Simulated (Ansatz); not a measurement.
Input for Ansatz (a quantum-chemistry and plane-wave program): R-B3LYP/def2-TZVPP on H2I2Ti (SMILES [I][TiH2][I]), atoms moved off the minimum. Elements past Kr take the def2 small-core potentials; no spin–orbit coupling.

Ansatz 0.2 input:
```yaml
crystal:
  periodic: [false, false, false]
  atoms:
    - {symbol: Ti, position_ang: [-0.93619712, -0.35897905, -0.37398805]}
    - {symbol: I, position_ang: [1.15142862, 0.55496878, -1.84467598]}
    - {symbol: I, position_ang: [-0.69550179, -0.50474068, 2.00662057]}
    - {symbol: H, position_ang: [-1.15426657, -1.84346017, -1.09710966]}
    - {symbol: H, position_ang: [-2.11444450, 0.75585001, -0.97347191]}
basis:
  gaussian:
    orbitals: def2-TZVPP
hamiltonian:
  xc: {name: B3LYP}
scf: {lower_state_search: off}
output: {forces: true}
```

The head of its log:

```
WARN ansatz: RAYON_NUM_THREADS=4 ignored (pool sized by the plan → 4); use --threads N
Functional definition: B3LYP
these checks for a lower state are left out or cut short: stability, starts, cluster_reference, orbital_swaps, neighbouring_geometries, increment
integrals: 0.13 GiB planned
1438 factors; their error is unknown
mean field: 1.17 GiB planned
mean field evaluation 1: about -39351.6672 eV, gradient 4.6e1 eV
mean field evaluation 2: about -39331.8581 eV, gradient 9.5e1 eV
```

**Question.** What total energy does the run end on?

**Answer.** -1446.3482 hartree.
